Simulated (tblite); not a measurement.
C₆H₈F₂O₂.
SMILES with atom numbers: `[O:1]=[C:2]1[CH2:3][CH2:4][C@@H:5]([O:6][CH:7]([F:8])[F:9])[CH2:10]1` (hydrogens: H11, H12 on C3; H13, H14 on C4; H15 on C5; H16 on C7; H17, H18 on C10)

Computed with GFN2-xTB (tblite), gas phase: L-BFGS steps from a force-field or distance-geometry start until the largest atomic force falls under 0.01 eV/Å.

The end geometry, which sets the zero of energy:
```
atom  x, y, z in Å
O1     -1.7706   -2.2668   -1.0503
C2     -1.3064   -1.2346   -0.6568
C3     -1.9037   -0.3278    0.3957
C4     -1.1492    0.9913    0.2734
C5      0.2432    0.5904   -0.2260
O6      1.0214    0.2361    0.9239
C7      2.3527    0.2433    0.7713
F8      2.9242    0.3058    1.9811
F9      2.8182   -0.9069    0.2031
C10    -0.0063   -0.6116   -1.1388
H11    -1.7139   -0.7921    1.3655
H12    -2.9811   -0.2335    0.2727
H13    -1.6210    1.6390   -0.4653
H14    -1.0764    1.5235    1.2189
H15     0.7525    1.4130   -0.7458
H16     2.7410    1.0779    0.1506
H17     0.7993   -1.3449   -1.1094
H18    -0.1327   -0.2959   -2.1755
```

Question: These geometries come from the run, each turned onto the end geometry. Order them by energy, lowest first.
A.
```
atom  x, y, z in Å
O1     -1.8503   -2.1915   -1.1558
C2     -1.3416   -1.2082   -0.6965
C3     -1.9046   -0.3329    0.3990
C4     -1.1492    0.9861    0.2809
C5      0.2399    0.5849   -0.2273
O6      1.0269    0.2438    0.9215
C7      2.3567    0.2650    0.7626
F8      2.9288    0.3392    1.9706
F9      2.8321   -0.8841    0.2012
C10    -0.0025   -0.6311   -1.1216
H11    -1.6689   -0.8267    1.3445
H12    -2.9864   -0.2382    0.3261
H13    -1.6253    1.6438   -0.4457
H14    -1.0699    1.5057    1.2318
H15     0.7427    1.4005   -0.7634
H16     2.7355    1.1017    0.1365
H17     0.7655   -1.3938   -0.9998
H18    -0.0383   -0.3579   -2.1762
```
B.
```
atom  x, y, z in Å
O1     -1.4536   -2.4835   -0.6040
C2     -1.2081   -1.2923   -0.5374
C3     -1.8474   -0.2872    0.4002
C4     -0.9922    0.9817    0.2704
C5      0.3104    0.4308   -0.2879
O6      1.0604   -0.3149    0.7079
C7      2.2865    0.1441    0.8559
F8      2.4876    0.6042    2.1021
F9      3.2310   -0.7676    0.5726
C10    -0.1891   -0.5246   -1.3480
H11    -1.7987   -0.6354    1.4207
H12    -2.8551   -0.1234    0.0589
H13    -1.4450    1.6168   -0.4894
H14    -0.8528    1.4913    1.2153
H15     0.9673    1.2067   -0.6687
H16     2.4560    1.0162    0.1646
H17     0.5726   -1.1444   -1.7792
H18    -0.7386    0.0876   -2.0655
```
C.
```
atom  x, y, z in Å
O1     -1.4656   -2.4684   -0.6157
C2     -1.2262   -1.3073   -0.5357
C3     -1.8582   -0.2992    0.4100
C4     -1.0129    0.9605    0.2781
C5      0.2996    0.4470   -0.3132
O6      1.0590   -0.2462    0.6635
C7      2.3097    0.1920    0.8510
F8      2.5311    0.5572    2.1327
F9      3.2198   -0.7786    0.6337
C10    -0.1960   -0.5438   -1.3533
H11    -1.8528   -0.6894    1.4272
H12    -2.8975   -0.1413    0.1159
H13    -1.4156    1.6686   -0.4445
H14    -0.8716    1.5048    1.2072
H15     0.9314    1.2431   -0.7188
H16     2.5646    1.0348    0.1954
H17     0.5782   -1.1584   -1.8180
H18    -0.7057    0.0307   -2.1271
```
D.
```
atom  x, y, z in Å
O1     -1.9283   -2.2613   -1.0477
C2     -1.4105   -1.2278   -0.7110
C3     -1.8849   -0.3128    0.3977
C4     -1.0459    0.9558    0.2986
C5      0.2776    0.4797   -0.3101
O6      1.0681   -0.0602    0.7598
C7      2.3557    0.2898    0.8351
F8      2.6588    0.6476    2.0999
F9      3.1791   -0.7533    0.5593
C10    -0.1185   -0.6401   -1.2752
H11    -1.6617   -0.8367    1.3312
H12    -2.9587   -0.1319    0.3674
H13    -1.5165    1.6965   -0.3485
H14    -0.8664    1.4051    1.2738
H15     0.8329    1.2979   -0.7924
H16     2.6621    1.1241    0.1725
H17     0.6533   -1.4117   -1.3379
H18    -0.3049   -0.2546   -2.2840
```
E.
```
atom  x, y, z in Å
O1     -1.5352   -2.4526   -0.6631
C2     -1.2539   -1.2932   -0.5639
C3     -1.8698   -0.3013    0.4007
C4     -1.0226    0.9670    0.2818
C5      0.2908    0.4936   -0.3571
O6      1.0889   -0.1558    0.6439
C7      2.3535    0.2156    0.8620
F8      2.5343    0.5450    2.1644
F9      3.2035   -0.8180    0.6515
C10    -0.1921   -0.5533   -1.3564
H11    -1.8282   -0.7270    1.4021
H12    -2.9182   -0.1399    0.1465
H13    -1.4931    1.6831   -0.3896
H14    -0.8510    1.4394    1.2452
H15     0.8663    1.3068   -0.8118
H16     2.7252    1.0678    0.2560
H17     0.5810   -1.2158   -1.7331
H18    -0.6881   -0.0553   -2.1909
```

Answer: A (0.004 eV), D (0.064 eV), E (0.130 eV), C (0.233 eV), B (0.473 eV).

In the order of the answer:

```
step  E above end (eV)  largest force (eV/Å)  rms force component (eV/Å)  rms distance from end (Å)  rms bond change (Å)  bond most changed (Å)
  69             0.004                  0.07                       0.022                      0.061                0.001          C7–H16 +0.001
  36             0.064                  0.59                       0.106                      0.233                0.004           C7–F8 +0.009
  16             0.130                  0.13                       0.044                      0.351                0.005           C7–F8 +0.016
   6             0.233                  0.64                       0.192                      0.386                0.008           C7–F9 -0.017
   2             0.473                  1.84                       0.482                      0.405                0.014           O6–C7 -0.023
```

What follows is the cost of the whole relaxation. On an Intel Xeon Platinum 8488C with one thread, on a shared host, this took 0.76 s of wall time.
